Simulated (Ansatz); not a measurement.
Results of the Gaussian-basis code of Ansatz.

Basis-set series for `[CH3][InH2]`. Charge 0, multiplicity 1. In: def2 effective core potential. All single points use the PBE0-D4/def2-TZVP geometry.

```json
{"functional": "PBE0-D4", "basis": "def2-SVP", "functions": "65", "energy (Eh)": "-231.11989", "HOMO (eV)": "-7.54", "LUMO (eV)": "-1.50"}
{"functional": "PBE0-D4", "basis": "def2-QZVPP", "functions": "289", "energy (Eh)": "-231.18018", "HOMO (eV)": "-7.57", "LUMO (eV)": "-1.55"}
{"functional": "ωB97M-V", "basis": "def2-SVP", "functions": "65", "energy (Eh)": "-231.07702", "HOMO (eV)": "-9.69", "LUMO (eV)": "0.05"}
{"functional": "ωB97M-V", "basis": "def2-QZVPP", "functions": "289", "energy (Eh)": "-231.14256", "HOMO (eV)": "-9.75", "LUMO (eV)": "-0.16"}
```

Give the rows for def2-TZVPP. (Best estimate.)

The calculation gave: 
```json
{"functional": "PBE0-D4", "basis": "def2-TZVPP", "functions": "151", "energy (Eh)": "-231.17577", "HOMO (eV)": "-7.56", "LUMO (eV)": "-1.55"}
{"functional": "ωB97M-V", "basis": "def2-TZVPP", "functions": "151", "energy (Eh)": "-231.13801", "HOMO (eV)": "-9.74", "LUMO (eV)": "-0.12"}
```
